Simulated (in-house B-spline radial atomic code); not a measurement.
Values are calculated unless marked as measured or tabulated.
Extrapolating the RPA correlation energy in partial waves: the titanium ion Ti⁷⁺

All-electron RPA on r2SCAN orbitals from an all-electron radial atomic-structure program (B-spline basis), scalar-relativistic (spin-free one-electron X2C), finite nucleus, configuration [Ne] 3s2 3p3, highest spin. With empty states up to angular momentum L the sums are:

```json
{"L": "3", "E_c(L) (hartree)": "-0.868748"}
{"L": "4", "E_c(L) (hartree)": "-0.924333"}
{"L": "5", "E_c(L) (hartree)": "-0.946086"}
{"L": "6", "E_c(L) (hartree)": "-0.956309"}
{"L": "7", "E_c(L) (hartree)": "-0.961731"}
{"L": "8", "E_c(L) (hartree)": "-0.964859"}
```

For large l each further wave adds A/(l + 1/2)⁴, because the basis must build the cusp where two electrons meet.

(1) Estimate the limit from L = 7 and L = 8.

(2) How good is the estimate?

Answers

(1) Wave 8 adds -0.003128, against a sum of (l + 1/2)⁻⁴ of 1.91569e-04, so A = -16.328. The sum over l > 8 is ζ(4, 9.5) = 4.5445e-04, close to 1/(3 × 9³) = 4.5725e-04. The tail is -0.007420 and the limit -0.97228 hartree.

(2) A run to L = 11 sums to -0.96886 and extrapolates to -0.97165 hartree, 0.14 millihartree from the run before. The estimate differs from that by -0.63 millihartree, while the bare sum at L = 8 misses 6.8 millihartree (0.7 %).
